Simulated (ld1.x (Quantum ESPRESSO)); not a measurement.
## Plane-wave convergence, RRKJ potential for Ti (Z = 22)

titanium, norm-conserving RRKJ (Kleinman–Bylander form), made with ld1.x (Quantum ESPRESSO) 7.5 (PBE, scalar-relativistic). Core [Ne] 3s2, reference 3p6 3d2 4s1 4p0 (charge +1). Waves: 4s (bound): rc 2.85 bohr; 3p (bound): rc 1.65 bohr; 3d (bound): rc 2.65 bohr. Local part: the d channel. Core correction: none. rho0 = 0.02.

The pseudo-atom Hamiltonian at the reference potential is diagonalised in spherical Bessel functions j_l(qr) that vanish at 20 bohr, with q² up to the cutoff. All-electron valence levels (Ry): 4s -0.7608, 3p -3.3921, 4p -0.4855, 3d -0.8355.

How do the lowest levels (Ry) of each channel move with the cutoff, and are there ghosts?

| cutoff (Ry) | s #1 | s #2 | p #1 | p #2 | d #1 | d #2 | f #1 | Σ f·Δε (mRy) |
| --- | --- | --- | --- | --- | --- | --- | --- | --- |
| 8 | -0.8129 | -0.2394 | -2.2419 | -0.3736 | -0.2737 | -0.0931 | -0.0644 | 8076.8 |
| 12 | -1.2629 | -0.6936 | -2.8180 | -0.4001 | -0.3776 | -0.1286 | -0.0644 | 4427.6 |
| 21 | -2.7579 | -0.7606 | -3.2841 | -0.4307 | -0.7407 | -0.1737 | -0.0645 | 837.6 |
| 30 | -2.8536 | -0.7607 | -3.3805 | -0.4426 | -0.8246 | -0.1791 | -0.0645 | 91.5 |
| 45 | -2.8559 | -0.7608 | -3.3920 | -0.4439 | -0.8354 | -0.1798 | -0.0645 | 0.6 |
| 55 | -2.8562 | -0.7608 | -3.3921 | -0.4439 | -0.8354 | -0.1798 | -0.0645 | 0.3 |
| 400 | -2.8566 | -0.7608 | -3.3921 | -0.4439 | -0.8355 | -0.1798 | -0.0645 | 0.0 |

Result: ghost state, extra bound levels that the all-electron valence spectrum of the same l lacks: s at -38.9 eV (a true bound ghost makes a file unfit for plane-wave use); 10 mRy is reached at 40 Ry and 1 mRy at 45 Ry.

Its largest configuration-test error is -816 meV.
